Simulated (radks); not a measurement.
Task: The mean radii <r> (bohr) of the occupied orbitals of an atom or ion are listed with their occupations. Calculated with a radial shooting solver on a logarithmic mesh with Libxc functionals: scalar-relativistic Kohn-Sham, BLYP, spin-polarised, spherical densities, finite nucleus; Fermi nuclear charge, rms radius of each element as measured or else 0.836 A^(1/3) + 0.57 fm.

orbital  occ.      <r>
1s up       1  0.05617
1s down     1  0.05614
2s up       1   0.2524
2s down     1   0.2524
2p up       3   0.2211
2p down     2   0.2212
3s up       1   0.7240
3s down     1   0.7301
3p up       3   0.7378
3p down     3   0.7467
3d up       4   0.7458

Name the element and its charge. Open shells, if any, are filled with parallel spins first.

Result: Z = 27, cobalt, charge +6: Co6+ in [He] 2s2 2p5 3s2 3p6 3d4. The 1s radius gives Z: for a bare nucleus <r> = (2 gamma + 1)/(2Z) with gamma = sqrt(1 - (Z/c)^2), 0.05483 bohr for Z = 27, and screening makes it slightly larger (0.05617 here). The occupations add up to 21, and the charge is Z minus that.
